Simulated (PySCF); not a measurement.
HLiO, charge +1, doublet, at a GFN2-xTB geometry (such geometries of metal compounds can be far from the true shape) (a state made from the parent by changing its charge; the spin is typed, not shown lowest); SCAN/aug-cc-pVDZ run with PySCF.

Input for PySCF:
```python
from pyscf import gto, scf, dft

mol = gto.Mole()
mol.atom = '''
    Li   -0.00000000   -0.00000000   -1.42494255
    O     0.00000000    0.00000000    0.36662930
    H     0.00000000    0.00000000    1.34179325
'''
mol.basis = 'aug-cc-pvdz'
mol.charge = 1
mol.spin = 1
mol.verbose = 4
mol.build()

mf = dft.UKS(mol)
mf.xc = 'scan'
mf.grids.prune = dft.gen_grid.sg1_prune
mf.kernel()
```

The log (banner, timings and long lists left out):

```
PySCF version 2.14.0

[INPUT] verbose = 4
[INPUT] num. atoms = 3
[INPUT] num. electrons = 11
[INPUT] charge = 1
[INPUT] spin (= nelec alpha-beta = 2S) = 1
[INPUT] symmetry False subgroup None
[INPUT] Mole.unit = angstrom
[INPUT] Symbol           X                Y                Z      unit          X                Y                Z       unit  Magmom
[INPUT]  1 Li     0.000000000000   0.000000000000  -1.424942550000 AA    0.000000000000   0.000000000000  -2.692751162739 Bohr   0.0
[INPUT]  2 O      0.000000000000   0.000000000000   0.366629300000 AA    0.000000000000   0.000000000000   0.692828966241 Bohr   0.0
[INPUT]  3 H      0.000000000000   0.000000000000   1.341793250000 AA    0.000000000000   0.000000000000   2.535621758290 Bohr   0.0

nuclear repulsion = 12.00391762706
number of shells = 21
number of NR pGTOs = 81
number of NR cGTOs = 55
basis = aug-cc-pvdz
ecp = {}

******** <class 'pyscf.dft.uks.UKS'> ********
method = UKS
initial guess = minao
damping factor = 0
level_shift factor = 0
DIIS = <class 'pyscf.scf.diis.CDIIS'>
diis_start_cycle = 1
diis_space = 8
diis_damp = 0
SCF conv_tol = 1e-09
SCF conv_tol_grad = None
SCF max_cycles = 50
direct_scf = True
direct_scf_tol = 1e-13
number electrons alpha = 6  beta = 5
XC library pyscf.dft.libxc version 7.1.2
    S. Lehtola, C. Steigemann, M. J. T. Oliveira, and M. A. L. Marques,  SoftwareX 7, 1–5 (2018)
XC functionals = scan
    J. Sun, A. Ruzsinszky, and J. P. Perdew,  Phys. Rev. Lett. 115, 036402 (2015)
    J. Sun, A. Ruzsinszky, and J. P. Perdew,  Phys. Rev. Lett. 115, 036402 (2015)
radial grids:
    Treutler-Ahlrichs [JCP 102, 346 (1995); DOI:10.1063/1.469408] (M4) radial grids

becke partition: Becke, JCP 88, 2547 (1988); DOI:10.1063/1.454033
pruning grids: <function sg1_prune>
grids dens level: 3
symmetrized grids: False
atomic radii adjust function: <function treutler_atomic_radii_adjust>
small_rho_cutoff = 0
Set gradient conv threshold to 3.16228e-05
tot grids = 16904
init E= -83.1870392579378

cycle= 1 E= -83.0182610243339  delta_E= 0.169  |g|= 0.205  |ddm|= 1.11
cycle= 2 E= -83.0171160844597  delta_E= 0.00114  |g|= 0.215  |ddm|= 0.244
cycle= 3 E= -83.0349650880397  delta_E= -0.0178  |g|= 0.0312  |ddm|= 0.138
cycle= 4 E= -83.0353618867427  delta_E= -0.000397  |g|= 0.00562  |ddm|= 0.0226
cycle= 5 E= -83.0353876798462  delta_E= -2.58e-05  |g|= 0.00173  |ddm|= 0.00753
cycle= 6 E= -83.0354048004638  delta_E= -1.71e-05  |g|= 0.00152  |ddm|= 0.00914
cycle= 7 E= -83.0354092421127  delta_E= -4.44e-06  |g|= 0.00152  |ddm|= 0.00242
cycle= 8 E= -83.0354046004969  delta_E= 4.64e-06  |g|= 0.00152  |ddm|= 0.00252
cycle= 9 E= -83.0354015917952  delta_E= 3.01e-06  |g|= 0.00678  |ddm|= 0.111
cycle= 10 E= -83.0353637927496  delta_E= 3.78e-05  |g|= 0.00854  |ddm|= 0.0263
cycle= 11 E= -83.0353037797733  delta_E= 6e-05  |g|= 0.0134  |ddm|= 0.0672
cycle= 12 E= -83.035193263994  delta_E= 0.000111  |g|= 0.018  |ddm|= 0.0523
cycle= 13 E= -83.0353123607743  delta_E= -0.000119  |g|= 0.0127  |ddm|= 0.0635
cycle= 14 E= -83.0353438433034  delta_E= -3.15e-05  |g|= 0.0105  |ddm|= 0.0458
cycle= 15 E= -83.0352948377633  delta_E= 4.9e-05  |g|= 0.0145  |ddm|= 0.034
cycle= 16 E= -83.0353697307214  delta_E= -7.49e-05  |g|= 0.00295  |ddm|=  0.2
cycle= 17 E= -83.0354451111981  delta_E= -7.54e-05  |g|= 0.00341  |ddm|= 0.047
cycle= 18 E= -83.0354633613449  delta_E= -1.83e-05  |g|= 0.00104  |ddm|= 0.014
cycle= 19 E= -83.0354665084747  delta_E= -3.15e-06  |g|= 0.000656  |ddm|= 0.00459
cycle= 20 E= -83.0354680929335  delta_E= -1.58e-06  |g|= 0.00134  |ddm|= 0.0186
cycle= 21 E= -83.0354696011525  delta_E= -1.51e-06  |g|= 0.000806  |ddm|= 0.00613
cycle= 22 E= -83.0354696470846  delta_E= -4.59e-08  |g|= 0.000614  |ddm|= 0.00107
cycle= 23 E= -83.0354697522092  delta_E= -1.05e-07  |g|= 0.000223  |ddm|= 0.000483
cycle= 24 E= -83.0354698607873  delta_E= -1.09e-07  |g|= 1.69e-05  |ddm|= 0.00187
cycle= 25 E= -83.0354698611255  delta_E= -3.38e-10  |g|= 1.82e-06  |ddm|= 0.000118
Extra cycle  E= -83.03546986113  delta_E= -4.56e-12  |g|= 8.55e-07  |ddm|= 4.21e-06
converged SCF energy = -83.03546986113  <S^2> = 0.75401341  2S+1 = 2.0040094
```
